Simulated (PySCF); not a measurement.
# A small calculation by hand: chemical shift, span and skew from a shielding tensor

C2H8N2Si2, SMILES CN[Si@H]1C=N[SiH2]1. Atoms are numbered in the order given.

```xyz
14

C      3.1644     0.0795     0.2158
N      1.8457     0.3374    -0.3128
Si     0.3518    -0.3070     0.2465
C     -1.0313     0.6989     1.1518
N     -2.1486     0.4827     0.5505
Si    -1.6725    -0.4133    -0.9447
H      3.1260    -0.7756     0.9075
H      3.8838    -0.1802    -0.5802
H      3.5812     0.9348     0.7789
H      1.8172     1.0687    -1.0146
H      0.7167    -1.5029     1.0735
H     -1.0159     1.3217     2.0696
H     -2.4598    -1.6621    -1.1885
H     -1.8380     0.4682    -2.1419
```

The structure is a stationary point at PBE0-D3(BJ)/def2-SVP. The structure was generated by enumeration; whether it is a known compound was not checked. One conformer was computed; it need not be the lowest.

GIAO shieldings from PySCF with PBE/pcSseg-1, non-relativistic, no solvent. The symmetric part of the tensor of C4 has the principal values -149.9, -68.6, 77.7 ppm. The same nucleus in TMS has σ = 182.0 ppm at this level (PySCF, at its B3LYP-D3(BJ)/def2-TZVP geometry).

Work out the isotropic shielding, the ¹³C shift against TMS, the span and the skew.


σ(iso) = (σ11 + σ22 + σ33)/3 = -46.9 ppm. δ = σ(ref) − σ(iso) = 182.0 − (-46.9) = 228.9 ppm.
Span Ω = σ33 − σ11 = 227.6 ppm. Skew κ = 3(σ(iso) − σ22)/Ω = 0.29. Tumbling in solution averages the tensor to δ; in a static solid the shielding alone would spread this spin-1/2 line over Ω.
